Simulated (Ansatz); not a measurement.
Ansatz (a program for electronic structure) input (MP2/6-31G*):

Ansatz 0.2 input:
```yaml
crystal:
  periodic: [false, false, false]
  atoms:
    - {symbol: Al, position_ang: [0.26089500, 0.21329300, 0.23677300]}
    - {symbol: O, position_ang: [1.18655900, -0.44770900, -0.94995600]}
    - {symbol: F, position_ang: [-1.43156800, 0.08987400, 0.50239900]}
basis:
  gaussian:
    orbitals: 6-31G*
total_charge: -1
magnetization: {spin_polarized: true, initial_magnetization: 1}
correlation: {method: mp2, electrons: outside_noble_gas}
relax: {f_tol: 0.003, max_steps: 120}
```

From the output:

```
mean field: 0.11 GiB planned
mean field -11327.07533844 eV, -416.2623409202 hartree, gradient 1.6e-6 eV, S^2 0.763385; 0 other end points of the search recorded, 0 dependent functions left out
7 core orbitals not correlated
reference -11327.07533844 eV, -416.2623409202 hartree; 9, 8 occupied and 33, 34 virtual orbitals, 443 factors
densities: 0.08 GiB planned
second order -11.58666825 eV of doubles, -0.00000000 eV of singles
the calculation of the forces begins
mean field evaluation 192: about -11327.0192 eV, gradient 2.8e-1 eV
relax step   5: F+E_penalty+E_count = -11338.66200669 eV  Δ(F+E_penalty+E_count) = -2.347e-6 eV  max|allowed force component| = 7.534e-4 eV/Å  Δτ_max = 0.0005 Å  (59 SCF iters, accepted)
these checks for a lower state are left out or cut short: cluster_reference
integrals: 0.01 GiB planned
443 factors; integrals over basis functions are off by at most 3.7e-4 eV
mean field: 0.11 GiB planned
mean field evaluation 224: about -11326.0670 eV, gradient 2.4e-6 eV
mean field evaluation 256: about -11323.7916 eV, gradient 3.8e0 eV
mean field evaluation 288: about -11327.0677 eV, gradient 2.8e-1 eV
mean field evaluation 320: about -11327.0677 eV, gradient 5.2e-1 eV
mean field evaluation 352: about -11327.0682 eV, gradient 3.2e-1 eV
mean field -11327.07533844 eV, -416.2623409202 hartree, gradient 1.6e-6 eV, S^2 0.763385; 12 other end points of the search recorded, 0 dependent functions left out
7 core orbitals not correlated
reference -11327.07533844 eV, -416.2623409202 hartree; 9, 8 occupied and 33, 34 virtual orbitals, 443 factors
densities: 0.08 GiB planned
second order -11.58666825 eV of doubles, -0.00000000 eV of singles
the calculation of the forces begins
Total energy: -11338.66200669 eV, -416.6881431248 hartree
Atom 0 at     0.253332     0.214392     0.240320 Å, force     0.000498     0.000138     0.000068 eV/Å
Atom 1 at     1.194253    -0.450353    -0.955746 Å, force     0.000255    -0.000118    -0.000236 eV/Å
Atom 2 at    -1.431699     0.091419     0.504642 Å, force    -0.000753    -0.000020     0.000168 eV/Å
Dipole moment:    -0.426425     0.109476     0.267883 e Å
Checks for a lower state left out: cluster_reference
```

The dipole moment of an ion depends on the origin.

The geometry given is a B3LYP-D3(BJ)/def2-TZVP minimum.
